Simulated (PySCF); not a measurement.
Input for PySCF: R-HF/STO-3G on AsBH4O2 (SMILES OB(O)[AsH2]), a point of a torsion scan.

```python
from pyscf import gto, scf, dft, mp
from pyscf.data.elements import chemcore

mol = gto.M(
    atom='''
    O    -1.08363814   -1.14372573    0.36960619
    B    -0.37329883   -0.01581301    0.19142408
    O    -1.06213632    1.14579326    0.03655596
    As    1.66655088   -0.21882051    0.16471046
    H    -2.03828852   -1.04369006    0.37405140
    H    -0.55828342    1.94884676   -0.08691223
    H     1.59362047   -1.69598704    0.37187038
    H     1.67727769   -0.43019004   -1.32550206
    ''',
    basis='sto-3g',
    charge=0, spin=0, verbose=3, max_memory=1800)
mf = scf.RHF(mol)
mf.conv_tol = 1e-8
mf.max_cycle = 100
mf.kernel()
if not mf.converged:
    mf = mf.newton().run(mf.mo_coeff, mf.mo_occ)
```

It printed:

```
converged SCF energy = -2383.77157594362
```

The calculation finished and met its thresholds.

Cost: around 0.3 core-seconds (rough).
